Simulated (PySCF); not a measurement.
# SMILES C=C1C=C(C)C1=C, C7H8

Molfile (atoms numbered from 1):
```
C7H8
     RDKit          3D

 15 15  0  0  0  0  0  0  0  0999 V2000
    2.3778   -1.0402   -0.2080 C   0  0  0  0  0  0  0  0  0  0  0  0
    1.1057   -0.6998   -0.0971 C   0  0  0  0  0  0  0  0  0  0  0  0
   -0.1868   -1.3915    0.0234 C   0  0  0  0  0  0  0  0  0  0  0  0
   -0.8849   -0.2312    0.0790 C   0  0  0  0  0  0  0  0  0  0  0  0
   -2.3100    0.1390    0.2063 C   0  0  0  0  0  0  0  0  0  0  0  0
    0.3435    0.5854   -0.0374 C   0  0  0  0  0  0  0  0  0  0  0  0
    0.6417    1.8716   -0.0727 C   0  0  0  0  0  0  0  0  0  0  0  0
    3.1526   -0.2965   -0.2826 H   0  0  0  0  0  0  0  0  0  0  0  0
    2.6880   -2.0716   -0.2278 H   0  0  0  0  0  0  0  0  0  0  0  0
   -0.4562   -2.4307    0.0544 H   0  0  0  0  0  0  0  0  0  0  0  0
   -2.4608    0.7444    1.1006 H   0  0  0  0  0  0  0  0  0  0  0  0
   -2.9349   -0.7494    0.2673 H   0  0  0  0  0  0  0  0  0  0  0  0
   -2.6202    0.7365   -0.6514 H   0  0  0  0  0  0  0  0  0  0  0  0
   -0.1192    2.6317   -0.0094 H   0  0  0  0  0  0  0  0  0  0  0  0
    1.6593    2.2101   -0.1666 H   0  0  0  0  0  0  0  0  0  0  0  0
  1  2  2  0
  2  3  1  0
  3  4  2  0
  4  5  1  0
  4  6  1  0
  6  7  2  0
  6  2  1  0
  1  8  1  0
  1  9  1  0
  3 10  1  0
  5 11  1  0
  5 12  1  0
  5 13  1  0
  7 14  1  0
  7 15  1  0
M  END
```

Method used: PySCF 2.14.0, TDDFT CAM-B3LYP/def2-SVPD excited states, vertical, gas phase. Geometry: GFN2-xTB.

Question: How strongly do the lowest singlets absorb one photon, and two photons of half the energy?

Answer: δ for parallel linear polarisation; σ at the peak of a Lorentzian of half width 0.1 eV, single beam; Ω is circular over linear.
| state | E (eV) | f | photon λ (nm) | δ (au) | σ (GM) | Ω | main |
| --- | --- | --- | --- | --- | --- | --- | --- |
| S1 | 5.11 | 0.087 | 485 | 42.7 | 0.41 | 0.33 | HOMO→LUMO 0.84 |
| S2 | 5.49 | 0.092 | 452 | 140 | 1.55 | 0.25 | HOMO→LUMO+1 0.43, HOMO−1→LUMO 0.39 |
| S3 | 6.34 | 0.008 | 391 | 35.6 | 0.53 | 1.50 | HOMO→LUMO+2 0.89 |
| S4 | 6.39 | 0.537 | 388 | 2.79 | 0.04 | 1.44 | HOMO−1→LUMO 0.49, HOMO→LUMO+1 0.48 |
| S5 | 6.47 | 0.526 | 383 | 0.77 | 0.01 | 0.79 | HOMO−1→LUMO+1 0.88 |
